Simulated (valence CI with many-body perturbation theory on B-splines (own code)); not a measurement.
From CI to CI+MBPT in Zr

Calculated by valence CI with perturbative core correlation (CI+MBPT): four valence electrons over a frozen Dirac-Fock core [Kr], a basis of 9 s, 9 p, 10 d, 8 f, 5 g, 3 h, 1 i functions for each j, with the one-electron correlation potential Σ1, the two-electron term Σ2, the three-electron term Σ3, Breit, model QED; selected CI, second order for the rest, scaled by the run's own slope (own B-spline code, finite nucleus).

Against 42 measured levels this calculation errs by 226 cm⁻¹ on average and by 361 at most. These come from a selection out of the NIST Handbook of Basic Atomic Spectroscopic Data. Levels without a partner in it may be off by more, other configurations by 1,000 to 4,000 cm⁻¹. Among the levels kept, up to 580 cm⁻¹ of a level comes from second order outside the variational space, and about a tenth of that is noise between levels of different J, which matters for small intervals. 1 measured level below the end of the list, from 13142 cm⁻¹ on, found no clear computed partner.

Each rung adds one term. CI alone is the Dirac-Coulomb CI over the frozen core; QED comes last and gives the full result, which names the levels. Energies are above 4d2.5s2 3F_2 on the same rung, in cm⁻¹. A blank means that the level has no clear partner on that rung.

Names give the largest LS component (configuration and term), which can be under half, so a name can repeat, a term be missing and a line seem to break the LS rules; names also repeat where a configuration has a term twice. Letters in brackets count levels of one name in rising energy.

| Level | CI alone |
| --- | --- |
| 4d2.5s2 3F_3 | 448 |
| 4d2.5s2 3F_4 | 981 |
| 4d2.5s2 3P_0 | 5100 |
| 4d2.5s2 3P_1 | 5245 |
| 4d3.5s 5F_1 | 10141 |
| 4d3.5s 5F_2 | 10259 |
| 4d3.5s 5F_3 | 10432 |
| 4d3.5s 5F_4 | 10652 |
| 4d3.5s 5F_5 | 10921 |
| 4d2.5s2 1G_4 | 8307 |
| 4d3.5s 5P_1 | 15296 |
| 4d3.5s 5P_2 | 15388 |
| 4d3.5s 5P_3 | 15582 |
| 4d3.5s 3F_2 [a] | 16152 |
| 4d3.5s 3F_3 [a] | 16401 |
| 4d3.5s 3F_4 [a] | 16699 |

Q: What do these energies become with core correlation, Breit and QED?

A: 4d2.5s2 3F_3 569 (+122); 4d2.5s2 3F_4 1235 (+254); 4d2.5s2 3P_0 4391 (-709); 4d2.5s2 3P_1 4569 (-676); 4d3.5s 5F_1 4612 (-5529); 4d3.5s 5F_2 4763 (-5496); 4d3.5s 5F_3 4989 (-5443); 4d3.5s 5F_4 5280 (-5372); 4d3.5s 5F_5 5628 (-5293); 4d2.5s2 1G_4 8170 (-137); 4d3.5s 5P_1 10892 (-4404); 4d3.5s 5P_2 11027 (-4361); 4d3.5s 5P_3 11267 (-4315); 4d3.5s 3F_2 [a] 11305 (-4848); 4d3.5s 3F_3 [a] 11642 (-4759); 4d3.5s 3F_4 [a] 12079 (-4619).

Q: How does the ionisation energy move along the ladder, and which term matters most?

A: CI alone 6.5828, + Σ1 6.8328, + Σ2 6.6207, + Σ3 6.6052, + Breit 6.6034, + QED 6.6014 eV. The largest step is Σ1, 0.2500 eV. NIST lists 6.63413 eV (measured), further off than its uncertainty and the later steps.
